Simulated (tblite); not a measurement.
Species: C₆H₇N₂ (charge -1).
SMILES with atom numbers: `[CH2:1]=[C:2]([CH3:3])[c:4]1[cH:5][n:6][n-:7][cH:8]1` (hydrogens: H9, H10 on C1; H11, H12, H13 on C3; H14 on C5; H15 on C8)
Bond orders are those of one Lewis drawing.

Computed with GFN2-xTB (tblite), gas phase: Langevin dynamics at 300 K from the optimised GFN2-xTB geometry, time step 0.5 fs, friction 0.01 fs⁻¹, 2000 steps.

Start geometry:
```
atom  x, y, z in Å
C1     -1.014    1.599   -0.770
C2     -0.528    0.354   -0.681
C3     -1.046   -0.717   -1.607
C4      0.478   -0.049    0.260
C5      1.061   -1.320    0.439
N6      1.958   -1.301    1.414
N7      2.010   -0.048    1.914
C8      1.147    0.702    1.248
H9     -0.670    2.391   -0.127
H10    -1.773    1.868   -1.493
H11    -0.231   -1.128   -2.204
H12    -1.482   -1.536   -1.033
H13    -1.807   -0.319   -2.280
H14     0.866   -2.236   -0.101
H15     1.029    1.748    1.493
```

The statistics below take the 31 frames saved every 25 fs from 250 to 1000 fs; their kinetic temperature (all 3N coordinates) averages 317 K.

Task: How do the bond lengths spread?

Result: 
```tsv
bond	start (Å)	mean (Å)	standard deviation (Å)	shortest (Å)	longest (Å)
C1=C2	1.340	1.344	0.023	1.284	1.383
C2–C3	1.508	1.516	0.026	1.446	1.563
C2–C4	1.435	1.437	0.023	1.386	1.490
C4–C5	1.410	1.424	0.023	1.372	1.476
C5–N6	1.324	1.322	0.016	1.290	1.362
N6–N7	1.350	1.352	0.034	1.289	1.429
N7–C8	1.323	1.338	0.016	1.292	1.371
C4–C8	1.410	1.404	0.022	1.366	1.464
C1–H9	1.077	1.082	0.026	1.037	1.149
C1–H10	1.082	1.081	0.028	1.031	1.159
C3–H11	1.091	1.096	0.027	1.042	1.142
C3–H12	1.091	1.101	0.038	1.027	1.163
C3–H13	1.091	1.099	0.027	1.046	1.147
C5–H14	1.081	1.087	0.023	1.038	1.148
C8–H15	1.081	1.084	0.030	1.031	1.139
```

Task: Give the same statistics for bond angles, one of each kind among heavy atoms.

Result: 
```csv
angle,start (°),mean (°),standard deviation (°),smallest (°),largest (°)
C1–C2–C3,119.6,119.3,4.2,111.0,126.4
C1–C2–C4,124.0,123.7,3.5,114.4,129.5
C3–C2–C4,116.4,116.5,3.8,108.7,124.7
C2–C4–C5,128.8,129.0,3.5,120.6,135.7
C2–C4–C8,130.0,129.2,3.8,120.4,136.3
C5–C4–C8,101.2,101.2,2.2,96.9,105.4
C4–C5–N6,111.2,110.8,1.7,107.6,112.9
C5–N6–N7,108.2,108.6,1.4,105.8,112.4
N6–N7–C8,108.3,107.7,2.3,102.6,112.6
C4–C8–N7,111.1,111.3,2.4,107.0,115.8
```

Task: How far does each atom move about its mean position (frames aligned on the start, all atoms weighted alike), and what rms force does it feel?

Result: 
| atom | rms displacement (Å) | rms force (eV/Å) |
| --- | --- | --- |
| C1 | 0.12 | 1.70 |
| C2 | 0.09 | 2.04 |
| C3 | 0.09 | 1.81 |
| C4 | 0.10 | 1.69 |
| C5 | 0.14 | 1.47 |
| N6 | 0.15 | 1.52 |
| N7 | 0.14 | 1.77 |
| C8 | 0.12 | 1.74 |
| H9 | 0.22 | 0.96 |
| H10 | 0.20 | 1.00 |
| H11 | 0.43 | 1.06 |
| H12 | 0.42 | 1.20 |
| H13 | 0.40 | 1.02 |
| H14 | 0.25 | 0.88 |
| H15 | 0.23 | 1.03 |

The displacements run from 0.09 to 0.43 Å.

The run is classical and short, so these are rough statistics of one trajectory.

What follows is the cost of the whole dynamics run. Hardware: one thread of an Arm Neoverse V1 (shared host). Cost: 11 s wall, 0.18 GiB resident at most.
